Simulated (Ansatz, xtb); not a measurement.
# CH9BSi2: where a starting geometry ends

The starting geometry of this gas-phase singlet was built from a drawn formula by distance geometry and a force field; its bonds are those of `[SiH3][BH2-][CH+][SiH3]`.

```xyz
13

C    -0.0930   -1.2776    0.2762
B    -0.4317    0.2371    0.4655
Si   -1.0985    0.5103    2.2760
Si    1.6680   -1.8253   -0.0796
H    -2.3401   -0.2339    2.4277
H    -1.3769    1.9489    2.4495
H    -0.1167    0.0786    3.2713
H     0.5824    0.8366    0.2956
H    -1.2496    0.6023   -0.3436
H    -0.8667   -2.0522    0.3494
H     2.1053   -1.2424   -1.3090
H     1.6254   -3.3615   -0.2185
H     2.4863   -1.4856    1.0473
```

Task: Predict what it relaxes into with r2SCAN-D4/def2-SVP.

Result: It rearranges to `BC([SiH3])[SiH3]`. Contacts that open: B2–Si3 (1.95 → 2.81 Å). Contacts that close: C1–Si3 (2.86 → 1.90 Å).

The energy falls by 2.43 eV over 31 steps:

| step | E − E(last) (eV) |
| --- | --- |
| 1 | 2.435 |
| 4 | 1.392 |
| 8 | 0.278 |
| 11 | 0.093 |
| 14 | 0.039 |
| 18 | 0.003 |
| 21 | 0.001 |
| 24 | 0.000 |
| 28 | 0.000 |
| 31 | 0.000 |

Final geometry (Å):

```xyz
13

C    -0.3644   -0.7949    0.4945
B    -0.5571    0.4848   -0.3468
Si   -0.6992   -0.4002    2.3188
Si    1.4293   -1.3862    0.3239
H    -2.0797    0.1438    2.4977
H     0.2828    0.6078    2.8159
H    -0.5792   -1.6476    3.1345
H     0.1155    1.4672   -0.1127
H    -1.3669    0.5403   -1.2435
H    -1.0322   -1.6217    0.1895
H     1.7747   -1.6230   -1.1105
H     1.6072   -2.6712    1.0666
H     2.3634   -0.3639    0.8800
```

From the same start GFN2-xTB reaches the same bonding as this run.

The end wasn't checked by frequencies. Run with Ansatz 0.2.0, 3 min on 2 threads of Intel(R) Xeon(R) Processor @ 2.50GHz (Skylake/Cascade Lake), with other jobs on the host.
